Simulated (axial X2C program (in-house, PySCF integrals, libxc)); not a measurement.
## Nuclear properties of NWO

Calculated with an axial X2C code built on PySCF integrals: two-component X2C with atomic mean-field Coulomb and Gaunt terms, Gaussian nuclei, basis N dyall-av3z, W dyall-v3z, O dyall-av3z with contracted cores.

N–W–O held linear, with bonds 1.755 and 1.762 Å (near the PBE0 minimum at charge 0 of the determinant lowest at the starting distance; the state shown can have its own minimum elsewhere, held linear; other orders of the atoms were not compared).

Input and command:
```json
{"zs": [7, 74, 8], "q": 0, "bas": ["dyall-av3z", "dyall-v3z", "dyall-av3z"], "r0": [1.8, 1.77], "symm": 0, "scan": ["PBE0", "HF", "r2SCAN"], "levels": ["PBE0", "HF", "B3LYP"], "nst": 2}
```
```bash
python solin.py task.json out
```

Keys: zs atomic numbers; q charge; bas basis sets; r0 starting distance in Å; symm equal bonds; scan levels of the two-bond scan; levels methods; nst determinants followed.

Determinant lowest in the PBE0 search, Ω = 1/2 (⟨Sz⟩ = -1.48, ⟨Lz⟩ = 1.98 at PBE0), spin on the atoms N -0.32, W -1.07, O -0.09:

```
level  Eeff magnitude (GV/cm)  Ws magnitude W (kHz)  A∥/gI N (MHz)  qzz N (a.u.)  A∥/gI W (MHz)  qzz W (a.u.)  A∥/gI O (MHz)  qzz O (a.u.)  μ (D)
 PBE0                    11.7                  27.2           -317          0.37         -15000        -14.15           -199         -0.10  -0.47
   HF                    16.4                  33.9           -460          0.49         -13800        -15.97           -177         -1.01  -1.32
B3LYP                    10.6                  24.8           -322          0.34         -15400        -14.29           -210         -0.05  -0.38
```

Determinant 0.43 eV from it at PBE0 and this distance, Ω = 3/2 (⟨Sz⟩ = 1.49, ⟨Lz⟩ = 0.01 at PBE0), spin on the atoms N 0.34, W 1.06, O 0.09:

| level | Eeff magnitude (GV/cm) | Ws magnitude W (kHz) | A∥/gI N (MHz) | qzz N (a.u.) | A∥/gI W (MHz) | qzz W (a.u.) | A∥/gI O (MHz) | qzz O (a.u.) | μ (D) |
| --- | --- | --- | --- | --- | --- | --- | --- | --- | --- |
| PBE0 | 7.96 | 6.52 | 95.3 | 0.49 | -888 | -9.07 | 52.7 | -0.12 | -0.36 |
| HF | 19.6 | 13.5 | 142 | 0.56 | -1410 | -9.65 | 32.3 | -0.88 | -1.27 |
| B3LYP | 2.46 | 2.93 | 95.6 | 0.48 | -736 | -9.23 | 56.9 | -0.07 | -0.28 |

Eeff is the effective electric field on the electron electric dipole moment in this Ω state and Ws the scalar–pseudoscalar constant of the nucleus named (defined with the proton number Z and per Ω); A∥ (defined per Ω) follows by multiplying with gI = μI/(I μN); qzz is the electric field gradient, eQq0 = 234.96 MHz × Q/barn × qzz; μ is positive if the O end (last atom) is positive. The operators were transformed with the bare-nucleus X2C matrices; with these basis sets, hyperfine constants and field gradients can be off by tens of per cent, and where levels differ in sign neither size nor sign is settled.

With gI(14N) = 0.4038, Q(14N) = 0.02044 barn, gI(183W) = 0.2356, gI(17O) = -0.7575 (g factors from the IAEA table of nuclear moments by Stone; Q from Pyykkö, Mol. Phys. 2018), turn the PBE0 values of the first state into constants in MHz.

A∥(14N) = -317 × 0.4038 = -128 MHz; eQq0(14N) = 234.96 × (0.02044) × (0.37) = 1.78 MHz; A∥(183W) = -15000 × 0.2356 = -3530 MHz; A∥(17O) = -199 × -0.7575 = 151 MHz.

The molecule was held linear; bending was not examined, so a bent shape may lie lower.

Each state is one determinant with collinear spin, which with several unpaired electrons need not be a pure state. Unrestricted Hartree–Fock can overshoot spin polarisation at the nuclei. With several open shells hyperfine constants can be off by a factor of several. Where Eeff spreads by more than a factor of two the levels disagree and none is to be relied on. States lie within half an eV, so the first need not be the ground state. PBE0 term energies can be off by some tenths of an eV.
